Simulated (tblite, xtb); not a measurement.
Cl₅W (SMILES [Cl][W]([Cl])([Cl])([Cl])[Cl]), doublet, at a GFN2-xTB geometry (such geometries of metal compounds can be far from the true shape) (the multiplicity is a formal guess). Base run: GFN1-xTB (xtb 6.7.1).

The xtb input:
```
$ xtb mol.xyz --gfn 1 --uhf 1 --json

# file mol.xyz
6

W     -0.00000000    -0.00000000    -0.00000000
Cl     1.86471109    -0.42629472    -1.13039827
Cl     0.91139822    -0.99847101     1.87998987
Cl    -0.91139822     0.99847101    -1.87998987
Cl    -1.65420871    -1.48326246     0.01417471
Cl    -0.21050239     1.90955718     1.11622355
```

Programs used: tblite, xtb; a row that names a program was run with it.

The base run was repeated with changes; each row names its change, and settings that it needs were set with it.

```json
[
 {"change": "base", "ΔE vs base (kJ/mol)": "0.00", "G_solv (kcal/mol)": "-", "SCF cycles": "9"},
 {"change": "program = tblite; method = gfn1; option = --spin-polarized", "ΔE vs base (kJ/mol)": "-10.50", "G_solv (kcal/mol)": "-", "SCF cycles": "-"},
 {"change": "program = tblite; method = gfn1; option = (--efield, 0,0,0.1)", "ΔE vs base (kJ/mol)": "-0.93", "G_solv (kcal/mol)": "-", "SCF cycles": "-"},
 {"change": "alpb = thf", "ΔE vs base (kJ/mol)": "-30.9", "G_solv (kcal/mol)": "-7.42", "SCF cycles": "9"},
 {"change": "program = tblite; method = gfn1; option = --grad", "ΔE vs base (kJ/mol)": "0.00", "G_solv (kcal/mol)": "-", "SCF cycles": "-"},
 {"change": "gbsa = acetonitrile", "ΔE vs base (kJ/mol)": "-51.9", "G_solv (kcal/mol)": "-13.36", "SCF cycles": "8"},
 {"change": "acc = 1000", "ΔE vs base (kJ/mol)": "0.00", "G_solv (kcal/mol)": "-", "SCF cycles": "5"},
 {"change": "etemp = 10000", "ΔE vs base (kJ/mol)": "-238.9", "G_solv (kcal/mol)": "-", "SCF cycles": "8"},
 {"change": "acc = 30", "ΔE vs base (kJ/mol)": "0.00", "G_solv (kcal/mol)": "-", "SCF cycles": "7"}
]
```

ALPB and GBSA are two models with their own fitted parameters for each solvent, which aren't always the measured dielectric constant.
